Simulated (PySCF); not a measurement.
Molfile (atoms numbered from 1):
```
C8H7F3O
     RDKit          3D

 19 19  0  0  0  0  0  0  0  0999 V2000
    2.8235    0.5326    1.2350 C   0  0  0  0  0  0  0  0  0  0  0  0
    1.9069   -0.1212    0.5195 C   0  0  0  0  0  0  0  0  0  0  0  0
    1.8860   -1.3437   -0.3188 C   0  0  0  0  0  0  0  0  0  0  0  0
    0.5629   -1.1826   -0.5973 C   0  0  0  0  0  0  0  0  0  0  0  0
   -0.4082   -1.9698   -1.4060 C   0  0  0  0  0  0  0  0  0  0  0  0
   -0.9380   -1.2375   -2.3883 F   0  0  0  0  0  0  0  0  0  0  0  0
    0.1889   -3.0266   -1.9646 F   0  0  0  0  0  0  0  0  0  0  0  0
   -1.4165   -2.4219   -0.6566 F   0  0  0  0  0  0  0  0  0  0  0  0
    0.4501    0.0448    0.2080 C   0  0  0  0  0  0  0  0  0  0  0  0
   -0.5095    0.9211    0.5274 C   0  0  0  0  0  0  0  0  0  0  0  0
   -1.7622    0.8062    0.0661 O   0  0  0  0  0  0  0  0  0  0  0  0
   -2.6947    1.7413    0.5399 C   0  0  0  0  0  0  0  0  0  0  0  0
    3.8532    0.1723    1.2918 H   0  0  0  0  0  0  0  0  0  0  0  0
    2.5723    1.4439    1.7827 H   0  0  0  0  0  0  0  0  0  0  0  0
    2.6361   -2.0803   -0.6065 H   0  0  0  0  0  0  0  0  0  0  0  0
   -0.2916    1.7762    1.1797 H   0  0  0  0  0  0  0  0  0  0  0  0
   -3.6471    1.5287    0.0386 H   0  0  0  0  0  0  0  0  0  0  0  0
   -2.8401    1.6533    1.6310 H   0  0  0  0  0  0  0  0  0  0  0  0
   -2.3903    2.7755    0.3003 H   0  0  0  0  0  0  0  0  0  0  0  0
  1  2  2  0
  2  3  1  0
  3  4  2  0
  4  5  1  0
  5  6  1  0
  5  7  1  0
  5  8  1  0
  4  9  1  0
  9 10  2  0
 10 11  1  0
 11 12  1  0
  9  2  1  0
  1 13  1  0
  1 14  1  0
  3 15  1  0
 10 16  1  0
 12 17  1  0
 12 18  1  0
 12 19  1  0
M  END
```

- geometry from PBE0-D3(BJ)/def2-SVP
- shieldings: GIAO B97-2/pcSseg-2
- code: PySCF 2.14
- single conformer, non-relativistic Hamiltonian, no solvent model, one averaged value for each set of equivalent atoms

Chemical shifts δ = σref − σ; TMS for ¹³C, ¹H; CFCl3 for ¹⁹F; ¹⁷O against H2O, all at this level.

| atoms | nucleus | count | δ (ppm) |
| --- | --- | --- | --- |
| H16 | ¹H | 1 | 6.09 |
| C4 | ¹³C | 1 | 155.0 |
| F6/F7/F8 | ¹⁹F | 3 | -79.8 |
| C1 | ¹³C | 1 | ? |
| C5 | ¹³C | 1 | 128.2 |
| H14 | ¹H | 1 | 4.96 |
| C2 | ¹³C | 1 | 154.3 |
| O11 | ¹⁷O | 1 | 85.0 |
| C3 | ¹³C | 1 | ? |
| H17/H18/H19 | ¹H | 3 | 3.61 |
| C10 | ¹³C | 1 | ? |
| C12 | ¹³C | 1 | ? |
| C9 | ¹³C | 1 | 122.2 |
| H13 | ¹H | 1 | ? |
| H15 | ¹H | 1 | 6.82 |

Task: Estimate the values marked ?.

Result: 
- C3: 144.6 ppm, alkene CH; an sp2 carbon of a C=C bond
- C10: 138.4 ppm, alkene carbon bearing oxygen; an sp2 carbon further deshielded by the attached heteroatom
- C1: 104.3 ppm, terminal =CH2 carbon; an sp2 carbon of a C=C bond
- C12: 60.3 ppm, methyl carbon bonded to O; pulled downfield by the heteroatom
- H13: 5.01 ppm, hydrogen on a terminal =CH2 carbon; attached to an sp2 carbon and in the plane of the double bond

Shifts are as computed. Against solution values, carbons near 30 ppm lie about +4 ppm off and those near 130 ppm about +7 ppm. Of 1211 compounds with measured shifts, 218 miss one by over three times the rms of a fit or turn the order of signals round; such compounds aren't used in these exercises. Unscaled 19F shifts against computed CFCl3 carry errors that often reach 10 to 50 ppm. Experimental scales use liquid or dissolved standards, which lie at an offset from isolated H2O (liquid H2O: subtract about 36 ppm).
